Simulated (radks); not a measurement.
The numbers below are computed, except where a source is named.
Problem. Valence configurations of neutral copper (all share [Ar]). Code: a radial shooting solver on a logarithmic mesh with Libxc functionals. Model: scalar-relativistic Kohn-Sham, PBE, spin-polarised, spherical densities, finite nucleus; open shells are filled with parallel spins first; Fermi nuclear charge, rms radius 3.8823 fm. Order these by energy: 3d9.5 4s1.5; 3d10 4s0.5 4p0.5; 3d9 4p2; 3d10 4p1; 3d8 4s1 4p2; 3d9.5 4s1 4p0.5; 3d8.5 4s2 4p0.5; 3d10 4s1; 3d9 4s2; 3d9 4s1 4p1.

Solution. From the lowest, in eV above it: 3d10 4s1 0.000; 3d9.5 4s1.5 0.670; 3d9 4s2 1.950; 3d10 4s0.5 4p0.5 2.060; 3d9.5 4s1 4p0.5 2.440; 3d10 4p1 4.203; 3d9 4s1 4p1 5.919; 3d8.5 4s2 4p0.5 6.457; 3d9 4p2 11.200; 3d8 4s1 4p2 16.389. NIST lists [Ar] 3d10 4s1 as the ground configuration; this level of theory agrees among the configurations tried. The energies are those of spherical high-spin densities, not of single terms.
